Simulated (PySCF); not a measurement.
## Electron correlation in Mo²⁺ (molybdenum, charge +2)

[Kr] 4d3 5s1, high-spin 5F determinant (an excited configuration). All numbers are calculated (PySCF 2.14, the spin-free X2C one-electron Hamiltonian (Gaussian nucleus), in aug-cc-pVTZ-DK (9s8p6d3f2g, 102 functions)). Frozen: [Kr]; 4 electrons correlated.

MP2 pair energies summed by pair of shells (mhartree):

```tsv
pair	energy	share (%)
4d-4d	-15.18	53.2
4d-5s	-13.33	46.8
```

Total MP2 correlation energy: -28.51 mhartree.

Same-spin part -28.51 and opposite-spin part 0.00 mhartree; SCS-MP2 scales them by 1/3 and 6/5 to -9.50 mhartree.
